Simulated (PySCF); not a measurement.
## Field gradients at the hydrogen positions

Species: C10H11P.
Cartesian coordinates in Å at the GFN2-xTB level; atoms count from 1:
```xyz
22
C10H11P angstrom
C     -1.5048    0.9915    0.0296
C     -0.6484   -0.0339    0.0719
C      0.7987    0.0157   -0.0855
C      1.5723   -1.0611    0.3456
C      2.9467   -1.0475    0.2105
C      3.5752    0.0428   -0.3681
C      2.8181    1.1163   -0.8086
C      1.4440    1.1070   -0.6684
P     -1.4988   -1.6438    0.3741
C     -3.1271   -0.8189    0.0052
C     -2.9502    0.6816    0.2478
H     -1.2071    2.0203   -0.1062
H      1.0753   -1.9134    0.7934
H      3.5304   -1.8899    0.5519
H      4.6493    0.0543   -0.4809
H      3.3032    1.9644   -1.2700
H      0.8647    1.9441   -1.0277
H     -1.5664   -1.4554    1.7715
H     -3.9331   -1.2575    0.5940
H     -3.3460   -1.0074   -1.0509
H     -3.2159    0.9370    1.2802
H     -3.5905    1.2734   -0.4102
```

Level: PBE0/pcSseg-1 (PySCF, non-relativistic); Q(2H) = 0.00286 b; rigid geometry, the same for H and D, with no vibrational averaging.

Task: Rank these positions by the coupling χzz of a deuteron there, largest first.
A. H18 (P–H hydrogen)
B. H17 (aromatic hydrogen)
C. H20 (methylene hydrogen)
D. H13 (aromatic hydrogen)

Result: B (220 kHz), D (213 kHz), C (202 kHz), A (125 kHz).

Task: What are Vzz, η and χzz (234.96 MHz × Q × Vzz) at all hydrogens?

Result: 
| atom | bonded to | bond length (Å) | Vzz (au) | η | χzz (kHz) |
| --- | --- | --- | --- | --- | --- |
| H12 | C1 | 1.080 | 0.3308 | 0.05 | 222 |
| H13 | C4 | 1.083 | 0.3169 | 0.10 | 213 |
| H14 | C5 | 1.080 | 0.3267 | 0.06 | 220 |
| H15 | C6 | 1.080 | 0.3278 | 0.06 | 220 |
| H16 | C7 | 1.080 | 0.3265 | 0.06 | 219 |
| H17 | C8 | 1.080 | 0.3280 | 0.07 | 220 |
| H18 | P9 | 1.412 | 0.1859 | 0.07 | 125 |
| H19 | C10 | 1.090 | 0.3113 | 0.02 | 209 |
| H20 | C10 | 1.095 | 0.3007 | 0.02 | 202 |
| H21 | C11 | 1.096 | 0.2981 | 0.02 | 200 |
| H22 | C11 | 1.092 | 0.3042 | 0.02 | 204 |

Task: Average by the element that carries the hydrogen.

Result: on C: 213 kHz over 10 positions, mean bond length 1.086 Å; on P: 125 kHz over 1 position, mean bond length 1.412 Å.

Task: How does χzz go with the bond length over the 10 C–H bonds?

Result: A straight-line fit has a slope of -12.1 kHz for each 0.01 Å, with a correlation coefficient of -0.99, over lengths from 1.080 to 1.096 Å. The longer bonds have the smaller couplings here.

The structure is a single GFN2-xTB conformer in the gas phase; no vibrational or solvent corrections. GFN2-xTB bond lengths can be off by several hundredths of an ångström, more for odd bonds, and the gradients follow them. A larger basis could move these couplings by a tenth or more.

The run behind these numbers computed NMR shieldings as well. Rough CPU time on one thread of a shared machine: about 2.4 min.
